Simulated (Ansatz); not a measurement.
A nudged elastic band was laid between two geometries of C2H9FN2Si (15 atoms, charge 0, multiplicity 1).

Computed with Ansatz 0.2.0, RHF/def2-SVP.

```json
{
 "movable images": "7",
 "climbing image": "yes",
 "spring": "5.0 eV/Å²",
 "optimiser": "quadratic models (default)",
 "start path": "IDPP",
 "force threshold": "0.05 eV/Å",
 "iteration limit": "60",
 "end points": "relaxed"
}
```

First end point:

```xyz
15
Properties=species:S:1:pos:R:3
C -0.120 -1.209 1.299
C 0.348 -0.543 0.018
N 1.703 -0.843 -0.244
F -0.469 -1.036 -0.992
N 0.144 0.870 -0.013
Si -1.128 1.715 -0.841
H 0.024 -2.290 1.248
H -1.179 -1.007 1.449
H 0.442 -0.817 2.146
H 1.996 -0.449 -1.119
H 1.882 -1.831 -0.245
H 0.819 1.380 0.520
H -0.984 3.129 -0.422
H -1.025 1.650 -2.317
H -2.473 1.230 -0.458
```

Last end point:

```xyz
15
Properties=species:S:1:pos:R:3
C -0.142 -1.304 1.214
C 0.286 -0.621 -0.074
N 1.583 -1.055 -0.456
F -0.590 -1.019 -1.052
N 0.131 0.809 -0.036
Si -1.111 1.736 -0.820
H -0.036 -2.384 1.119
H -1.182 -1.063 1.422
H 0.467 -0.957 2.050
H 1.991 -0.453 -1.147
H 2.208 -1.162 0.319
H 0.766 1.272 0.582
H -0.891 3.128 -0.358
H -1.023 1.708 -2.297
H -2.478 1.315 -0.436
```

Q: Which bonds break or form, and what moves?

A: No bond is made or broken. The height of N3 over the plane of its neighbours goes from -0.34 to 0.33 Å.

Q: What energy profile does the band end with?

A: It converged. The highest image is number 5 of 0 to 8, 0.224 eV above the first end and 0.017 eV above the last; the last end lies 0.207 eV above the first. A vibrational analysis at the climbing image gives one clearly imaginary mode, 427i cm⁻¹: a first-order saddle point.

```tsv
image	path coordinate (Å)	energy (eV)	height of N3 over the plane of its neighbours (Å)
0	0.00	0.000	-0.34
1	0.15	0.004	-0.33
2	0.31	0.030	-0.28
3	0.46	0.108	-0.16
4	0.62	0.194	-0.02
5	0.77	0.224	0.14
6	0.98	0.216	0.26
7	1.18	0.210	0.30
8	1.38	0.207	0.33
```

Q: What is the geometry of the highest image?

A: 
```xyz
15
Properties=species:S:1:pos:R:3:forces:R:3
C -0.127 -1.268 1.230 -0.01 0.00 0.00
C 0.291 -0.588 -0.063 0.01 -0.01 -0.01
N 1.582 -0.976 -0.444 -0.01 0.02 0.01
F -0.628 -0.997 -1.018 -0.01 0.00 0.01
N 0.138 0.838 -0.047 0.02 0.00 -0.01
Si -1.129 1.746 -0.814 0.00 0.00 -0.01
H -0.025 -2.350 1.140 0.00 0.00 0.00
H -1.167 -1.032 1.443 0.00 0.00 0.00
H 0.491 -0.917 2.057 0.00 0.00 0.00
H 2.111 -0.355 -1.016 0.01 0.00 0.00
H 2.088 -1.632 0.107 0.00 -0.01 0.00
H 0.817 1.311 0.513 0.00 0.00 0.01
H -0.909 3.144 -0.371 0.00 0.00 0.00
H -1.074 1.711 -2.292 0.00 0.00 0.00
H -2.482 1.316 -0.394 0.00 0.00 0.00
```

Q: What are the harmonic wavenumbers there?

A: 427i, 62, 178, 186, 272, 289, 344, 382, 443, 503, 590, 598, 728, 776, 875, 941, 1031, 1045, 1055, 1070, 1078, 1114, 1275, 1385, 1427, 1528, 1549, 1586, 1595, 1752, 2320, 2327, 2353, 3194, 3282, 3305, 3841, 3854, 3974 cm⁻¹.

The band took 6 iterations and of the order of 3 core-minutes.

Run time: 100 s on 2 threads of Arm Neoverse V2, on a shared host, peak memory 0.35 GiB.
